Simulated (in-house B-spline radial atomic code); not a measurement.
Inner-shell binding energies (edges) and X-ray emission energies of free atoms and ions, as differences of relaxed hole-state energies with first-order Breit, QED and recoil terms, without correlation or multiplet splittings, in NIST's listed ground configurations. For neutral atoms such line energies lie within some 1 to 5 eV of tabulated X-ray lines (up to 20 eV for the heaviest). K = 1s, L1 = 2s. A dash marks a subshell that is part filled or wasn't run, or a line left out. Computed with a B-spline radial code for spherical atoms: Dirac-Hartree-Fock, average of the configuration, finite nuclei.

```csv
ion,configuration,K edge (eV),L1 edge (eV)
Ge2+,[Ar] 3d10 4s2,11134.6,1448.66
As2+,[Ar] 3d10 4s2 4p1,11898.9,1568.1
Se2+,[Ar] 3d10 4s2 4p2,?,?
Br2+,[Ar] 3d10 4s2 4p3,13508.7,1823.08
Kr2+,[Ar] 3d10 4s2 4p4,14354.4,1958.63
Rb2+,[Ar] 3d10 4s2 4p5,15227.6,2099.59
Sr2+,[Ar] 3d10 4s2 4p6,16128.3,2245.98
Zr2+,[Kr] 4d2,18022.1,2562.84
Nb2+,[Kr] 4d3,19011,2729.28
Mo2+,[Kr] 4d4,?,?
Tc2+,[Kr] 4d5,?,?
Ru2+,[Kr] 4d6,22148.3,3261.83
Rh2+,[Kr] 4d7,23251.7,3450.68
```

Question: Fill in the row of Se2+.

Answer: K edge (eV): 12690.2; L1 edge (eV): 1692.91.

Question: Fill in the row of Mo2+.

Answer: K edge (eV): 20028.2; L1 edge (eV): 2901.2.

Question: Fill in the row of Tc2+.

Answer: K edge (eV): 21073.8; L1 edge (eV): 3078.7.
